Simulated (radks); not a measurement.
Species: V. Configuration: [Ar] 3d3 4s1.5 5s0.5 (fractional occupations, a model configuration).

All-electron calculation, scalar-relativistic Kohn-Sham, PBE, spin-polarised, spherical densities, finite nucleus; open shells are filled with parallel spins first; Fermi nuclear charge, rms radius 3.6002 fm. Program: a radial shooting solver on a logarithmic mesh with Libxc functionals.

Energy parts (eV):
total: -25823.400
kinetic: 26062.977
electron-nucleus: -61423.615
Hartree: 10765.862
exchange-correlation: -1228.624

Orbitals (lengths in bohr, moments of r in powers of bohr):
| orbital | occ. | eigenvalue (eV) | <r^2> | <r> |
|---|---|---|---|---|
| 1s up | 1 | -5366.288 | 0.005937 | 0.06644 |
| 1s down | 1 | -5366.283 | 0.005937 | 0.06644 |
| 2s up | 1 | -604.6643 | 0.1124 | 0.3084 |
| 2s down | 1 | -603.6872 | 0.1121 | 0.3080 |
| 2p up | 3 | -505.0823 | 0.09271 | 0.2743 |
| 2p down | 3 | -504.3289 | 0.09240 | 0.2739 |
| 3s up | 1 | -73.2808 | 1.039 | 0.9488 |
| 3s down | 1 | -70.4048 | 1.041 | 0.9497 |
| 3p up | 3 | -47.0928 | 1.218 | 1.017 |
| 3p down | 3 | -44.2484 | 1.226 | 1.019 |
| 3d up | 3 | -8.1180 | 2.581 | 1.396 |
| 4s up | 1 | -6.6850 | 11.31 | 3.139 |
| 4s down | 0.5 | -5.4038 | 12.71 | 3.315 |
| 5s up | 0.5 | -1.0742 | 111.3 | 10.00 |

The highest occupied level is 5s up at -1.074 eV. Spin moment in Bohr magnetons: 4.

Empty levels of this run are not shown, since the potential may be unsettled where no density lies.
